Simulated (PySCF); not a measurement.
Molfile (atoms numbered from 1):
```
C4H7F3P2S
     RDKit          3D

 17 16  0  0  0  0  0  0  0  0999 V2000
    2.7250    0.1921    1.6713 F   0  0  0  0  0  0  0  0  0  0  0  0
    3.0809   -0.1755    0.4704 C   0  0  0  0  0  0  0  0  0  0  0  0
    4.3504    0.0054    0.2510 F   0  0  0  0  0  0  0  0  0  0  0  0
    2.2127   -0.6724   -0.4152 C   0  0  0  0  0  0  0  0  0  0  0  0
    2.6520   -1.0195   -1.6278 F   0  0  0  0  0  0  0  0  0  0  0  0
    0.4501   -0.9983   -0.0521 P   0  0  1  0  0  5  0  0  0  0  0  0
    0.0497   -2.2011    1.4159 S   0  0  0  0  0  0  0  0  0  0  0  0
   -0.2806    0.6797    0.1124 C   0  0  0  0  0  0  0  0  0  0  0  0
   -1.7601    0.6366    0.4704 C   0  0  0  0  0  0  0  0  0  0  0  0
   -2.7883   -0.1113   -0.9000 P   0  0  0  0  0  0  0  0  0  0  0  0
    0.0959   -1.4163   -1.3648 H   0  0  0  0  0  0  0  0  0  0  0  0
    0.2954    1.1687    0.9152 H   0  0  0  0  0  0  0  0  0  0  0  0
   -0.0785    1.2283   -0.8237 H   0  0  0  0  0  0  0  0  0  0  0  0
   -2.1115    1.6397    0.7527 H   0  0  0  0  0  0  0  0  0  0  0  0
   -1.8843   -0.0214    1.3472 H   0  0  0  0  0  0  0  0  0  0  0  0
   -2.9732    1.0820   -1.6654 H   0  0  0  0  0  0  0  0  0  0  0  0
   -4.0521   -0.0050   -0.2487 H   0  0  0  0  0  0  0  0  0  0  0  0
  1  2  1  0
  2  3  1  0
  2  4  2  3
  4  5  1  0
  4  6  1  0
  6  7  2  0
  6  8  1  0
  8  9  1  0
  9 10  1  0
  6 11  1  6
  8 12  1  0
  8 13  1  0
  9 14  1  0
  9 15  1  0
 10 16  1  0
 10 17  1  0
M  END
```

Geometry: PBE0-D3(BJ)/def2-SVP; GIAO absolute shieldings from PySCF 2.14.0 with density-fitted response routines, gas phase, non-relativistic, averaged over equivalent atoms.

At PBE0/pcSseg-1 (226 basis functions, 54 s wall time on 1 thread of an Arm Neoverse V2, shared host):
```csv
atoms,σ (ppm)
F3,254.7
F1,282.7
F5,371.3
C2,16.8
C4,50.1
C8,151.1
C9,175.7
P6,322.2
P10,489.6
S7,771.8
H11,23.51
H16/H17,28.34
H14,29.02
H15,29.23
H12,29.40
H13,29.69
```

What do these become at B3LYP/pcSseg-1?

## Answers


```csv
atoms,σ at B3LYP/pcSseg-1,change
F3,252.3,-2.4
F1,280.3,-2.4
F5,366.7,-4.6
C2,9.6,-7.2
C4,42.4,-7.7
C8,144.5,-6.6
C9,169.3,-6.4
P6,299.3,-22.9
P10,464.1,-25.5
S7,743.6,-28.2
H11,23.65,+0.14
H16/H17,28.54,+0.20
H14,29.11,+0.09
H15,29.33,+0.10
H12,29.53,+0.13
H13,29.80,+0.11
```

The largest change is at S7 (sulfur bonded to P). Cost: 226 basis functions, 51 s wall time on 1 thread of an Arm Neoverse V2, shared host. The order of the carbon signals is the same at both levels.
